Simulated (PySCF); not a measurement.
Molecule: 1-chloro-4-methoxybutane (COCCCCCl, C₅H₁₁ClO).

Cartesian coordinates in Å; atom numbers follow the order of the lines, from 1:
```xyz
18

C     2.8641   -0.7892   -0.1729
O     1.4875   -0.7142   -0.4264
C     0.9976    0.6088   -0.4260
C    -0.4985    0.5845   -0.7138
C    -1.2681   -0.1398    0.3884
C    -2.7550   -0.2187    0.0958
Cl   -3.4989    1.4068    0.1084
H     3.1124   -0.3675    0.8096
H     3.4408   -0.2536   -0.9381
H     3.1292   -1.8442   -0.1918
H     1.1911    1.0793    0.5515
H     1.5196    1.2007   -1.1948
H    -0.8575    1.6102   -0.8064
H    -0.6592    0.0712   -1.6631
H    -0.8800   -1.1564    0.4742
H    -1.1102    0.3680    1.3420
H    -3.2800   -0.8012    0.8524
H    -2.9436   -0.6384   -0.8922
```

Frames of a GFN2-xTB Langevin trajectory at 400 K; GIAO PBE0/pcSseg-1 shieldings in PySCF 2.14, gas phase, non-relativistic; equivalent atoms averaged within each frame.

Scale: 13C (186.93 ppm), 1H (31.72 ppm) against TMS; 17O (336.08 ppm) vs H2O; 35Cl (949.78 ppm) vs HCl (reference shieldings calculated alike). The references are static minima.

Task: How do the shifts (ppm) fluctuate along the trajectory?

Result: 
```tsv
time (fs)	C3	C1	C6	C4	C5	O2	Cl7	H17/H18	H11/H12	H8/H9/H10
250	78.2	59.2	49.3	35.9	32.5	31.4	72	3.69	3.38	2.74
425	84.1	59.9	46.8	31.3	30.0	5.2	72	3.26	3.33	3.92
625	83.1	69.1	54.4	36.6	31.5	29.7	111	3.77	4.34	4.27
800	97.0	59.3	39.9	32.1	34.5	38.4	33	3.19	4.59	3.34
1000	84.0	61.3	46.9	41.0	36.2	24.9	82	3.86	4.06	3.72
mean of frames	85.3	61.8	47.5	35.4	32.9	25.9	74	3.55	3.94	3.60
standard deviation	7.0	4.2	5.2	3.9	2.5	12.6	28	0.31	0.57	0.58
```

5 frames give an uncertainty of the mean of about the standard deviation over 2.2 at best, since frames this close in time may not be independent; classical motion lacks zero-point vibration, and the reference would need the same averaging.
